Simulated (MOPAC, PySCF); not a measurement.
C3H4Si, SMILES `C#CC=[SiH2]`, neutral singlet in the gas phase. 

Cartesian coordinates (Å):
```xyz
8

C     -1.9673     1.1065     0.2326
C     -0.9862     0.4202     0.3867
C      0.1553    -0.3762     0.5618
Si     1.4141    -0.5841    -0.5914
H     -2.8309     1.7092     0.0996
H      0.2445    -0.9027     1.5081
H      2.5658    -1.4488    -0.2920
H      1.4046     0.0759    -1.9053
```
Charge 0, spin multiplicity 1.

All levels are single points at this geometry (B3LYP-D3(BJ)/def2-TZVP); Pople sets use spherical d functions. Orbital energies aren't observables, and empty levels follow the basis.

| level | HOMO (eV) | LUMO (eV) | gap (eV) | dipole (D) | vertical IE, Delta-SCF (eV) |
|---|---|---|---|---|---|
| B3LYP-D3(BJ)/def2-TZVP in PySCF | -6.01 | -2.05 | 3.96 | 1.56 | – |
| PBE-D3(BJ)/def2-TZVP in PySCF | -5.35 | -2.65 | 2.69 | 1.32 | – |
| B3LYP/3-21G in PySCF | -5.90 | -1.66 | 4.23 | 0.91 | – |
| B3LYP/6-311+G** in PySCF | -6.04 | -2.08 | 3.96 | 1.58 | – |
| B3LYP/6-31G* in PySCF | -5.75 | -1.69 | 4.07 | 1.05 | 7.96 |
| BP86/6-31G* in PySCF | -5.19 | -2.41 | 2.78 | 0.87 | – |
| M06-2X/6-31G* in PySCF | -6.95 | -0.82 | 6.12 | 1.34 | – |
| PBE/6-31G* in PySCF | -5.10 | -2.33 | 2.77 | 0.86 | 8.00 |
| HF/3-21G in PySCF | -7.94 | 1.58 | 9.51 | 1.41 | – |
| HF/6-31G* in PySCF | -7.80 | 1.60 | 9.40 | 1.73 | – |
| AM1 in MOPAC | -8.69 | -0.93 | 7.76 | 0.29 | – |
| PM3 in MOPAC | -8.22 | -0.96 | 7.26 | 0.75 | – |
| PM6 in MOPAC | -7.97 | -0.95 | 7.02 | 4.59 | – |
